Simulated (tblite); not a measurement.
Compound: C4H5FN2Si2.
SMILES with atom numbers: `[N:1]#[C:2]/[C:3]([SiH3:4])=[C:5](/[C:6]#[N:7])[SiH2:8][F:9]` (hydrogens: H10, H11, H12 on Si4; H13, H14 on Si8)

Structure optimised with GFN2-xTB, isolated species.

**Question.** List the bond lengths, angles and torsions at this level.

**Answer.** 
| bond | length (Å) | order |
| --- | --- | --- |
| N1≡C2 | 1.149 | triple |
| C2–C3 | 1.401 | single |
| C3–Si4 | 1.913 | single |
| C3=C5 | 1.352 | double |
| C5–C6 | 1.405 | single |
| C6≡N7 | 1.148 | triple |
| C5–Si8 | 1.906 | single |
| Si8–F9 | 1.607 | single |
| Si4–H10, Si4–H11, Si4–H12 | 1.460 | single |
| Si8–H13, Si8–H14 | 1.450 | single |

Bonds in one row agree within 0.01 Å and their mean is given. Orders are formal, as drawn. A selection of angles:
| angle | degrees |
| --- | --- |
| N1–C2–C3 | 176.1 |
| C2–C3–Si4 | 114.5 |
| C2–C3–C5 | 120.7 |
| Si4–C3–C5 | 124.8 |
| C3–C5–C6 | 119.8 |
| C3–C5–Si8 | 125.9 |
| C6–C5–Si8 | 114.3 |
| C5–C6–N7 | 177.0 |
| C5–Si8–F9 | 105.0 |

Dihedral angles: C2–C3–C5–C6 179° (antiperiplanar); C3–C5–Si8–F9 -124° (anticlinal). The mirror-image conformer, all signs reversed, is as good.

Si4 (SiH3 silicon) is tetrahedral (angles from 106.1° to 112.8°). The 3 C–C bonds span 1.352 Å (C3=C5, drawn double) to 1.405 Å (C5–C6, drawn single), a spread of 0.053 Å. Si8 (fluorine-bound silicon) is distorted tetrahedral (angles from 105.0° to 117.9°). Of the pairs four or more bonds apart, C6···H12 is among the closest relative to their van der Waals radii: 2.83 Å, 98 % of the sum of Bondi's values.

Point group: C1 (no symmetry element, even within 0.4 Å). GFN2-xTB frequencies show an imaginary mode (41i cm⁻¹), so the point is no minimum at that level. 2 starts were optimised and ended at 0.00 and 0.04 kcal/mol (GFN2-xTB); the lowest of these is shown.

These are computed values.
